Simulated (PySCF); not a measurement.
H₄N, SMILES [NH4+], charge +1.

Coordinates come from a r2SCAN-D4/def2-TZVPD optimisation.

Two levels are set side by side: TDA-PBE/def2-TZVPD (PySCF) and TDA-M06-2X/def2-TZVPD (PySCF). Vertical, same geometry. The lowest singlet is HOMO→LUMO 99 % with PBE and HOMO→LUMO 97 % with the other functional; states are paired by order. Differences are taken from unrounded values.

```tsv
quantity	TDA-M06-2X
lowest singlet excitation (eV)	15.02
lowest triplet excitation (TDA) (eV)	14.26
first bright state (f over 0.05) (eV)	15.02
its oscillator strength	0.17
```

Problem. What does TDA-PBE give, and how far is it from TDA-M06-2X? (Estimate from the structure and the level; the computed values follow.)

Solution. 
```tsv
quantity	TDA-PBE	TDA-PBE minus TDA-M06-2X
lowest singlet excitation (eV)	14.49	-0.53
lowest triplet excitation (TDA) (eV)	13.67	-0.59
first bright state (f over 0.05) (eV)	14.49	-0.53
its oscillator strength	0.13	-0.04
```

Functionals without exact exchange tend to place singlet excitations lower, as here. Differences between two approximate levels are no errors against the true value.

Rough cost on one machine, each run with all the roots and properties that it gave: TDA-M06-2X against TDA-PBE about 6 times.
